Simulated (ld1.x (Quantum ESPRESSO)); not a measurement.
# What one change does to a pseudopotential (Pb, TM semilocal)

Pb, norm-conserving Troullier–Martins (semilocal form), made with ld1.x (Quantum ESPRESSO) 7.5 (PBE, scalar-relativistic). Core [Xe] 4f14, reference 5d10 6s2 6p0 (charge +2). Waves: 6s (bound): rc 1.70 bohr; 5d (bound): rc 1.45 bohr; 6p (bound, empty): rc 2.25 bohr. Local part: the p channel. Core correction: none.

All-electron outer shells of the reference configuration (PBE, scalar-relativistic, ld1.x):

```
shell  level (eV)  outermost node (bohr)  outermost maximum (bohr)
   5p     -102.61                   0.49                      0.88
   5d      -37.85                   0.52                      1.07
   6s      -27.44                   1.01                      1.93
   6p      -17.17                   1.18                      2.41
```

Change: all radii scaled by about 0.81 (s 1.38, p 1.84, d 1.18 bohr).

Cutoffs: the cutoffs (Ry, on a coarse ladder) from which the occupation-weighted sum of valence levels, in a spherical-Bessel basis at the reference potential, stays within 10 and 1 mRy of its value at 400 Ry; they do not see the model core or the augmentation charge, which bear on the density cutoff. Errors are all-electron minus pseudo energies relative to the spin-unpolarised reference configuration.

Task: How do hardness, ghosts and transferability respond?

Result: The potential gets harder (55 Ry and 100 Ry → 120 Ry and 200 Ry); a bound ghost appears in s, which as a rule spoils a file; of the 7 tests that both files solve, the error grows in 6 and shrinks in 0 by more than 15 % and 0.3 meV (median size 11.1 → 73.4 meV). A smaller radius makes the pseudo-wave follow the all-electron one further in, where it bends more sharply, so more plane waves are needed. That the errors move this way runs against the usual rule that smaller radii transfer better. A semilocal file is local in each channel, so a ghost entry of none says nothing of the separable form that plane-wave codes build from it.

```csv
quantity,base,changed
"cutoff, loose",55 Ry,120 Ry
"cutoff, tight",100 Ry,200 Ry
loose cutoff by channel (10 mRy a level),"s 25 Ry, d 45 Ry","s 110 Ry, d 45 Ry"
bound ghosts,none,s
"error for 5d10 6s2 6p2, meV [ΔE -20.02 eV]",+23,+73
"error for 5d10 6s2 6p1, meV [ΔE -13.44 eV]",+11,+30
"error for 5d10 6s1 6p0, meV [ΔE 32.41 eV]",+4.7,+57
"error for 5d10 6s2 6p1.5, meV [ΔE -17.53 eV]",+17,+53
"error for 5d10 6s1 6p2, meV [ΔE -3.92 eV]",+1.6,+118
"error for 5d10 6s1 6p3, meV [ΔE -11.28 eV]",+9.5,+152
"error for 5d9 6s2 6p3, meV [ΔE -0.69 eV]",-185,+167
```

 A true bound ghost makes a file unfit for plane-wave use even where its test errors are small: the radial tests pick states by their node count and pass the ghost by.
